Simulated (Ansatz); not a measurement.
Z-matrix (Å, degrees):
```
Zr
O 1 1.892
Cl 1 2.356 2 108.9
O 1 1.892 2 110.6 3 119.6
Br 1 2.518 2 109.0 3 -120.6
H 2 0.953 1 171.6 3 -122.4
H 4 0.953 1 171.7 2 2.9
```

Total charge 0; spin multiplicity 1. Zr takes the def2 core potential.

Task: List the ωB97M-V/def2-TZVPP orbital energies in eV (the Gaussian-basis code of Ansatz). (Best estimate.)

Result: Ansatz gave: Occupied: -13156.27, -2771.48, -1708.60, -1536.77, -1536.76, -1536.76, -526.69, -526.69, -261.89, -241.45, -199.30, -199.26, -199.26, -181.05, -180.99, -180.98, -74.44, -74.42, -74.41, -74.37, -74.37, -62.86, -39.56, -39.29, -39.03, -30.41, -30.17, -24.83, -23.56, -17.44, -17.22, -13.37, -13.26, -13.05, -12.59, -12.43, -11.72, -11.58, -11.42, -10.64, -10.60. Lowest empty: 0.48, 0.68, 1.16, 1.21, 1.39, 1.63, 1.68, 1.74.
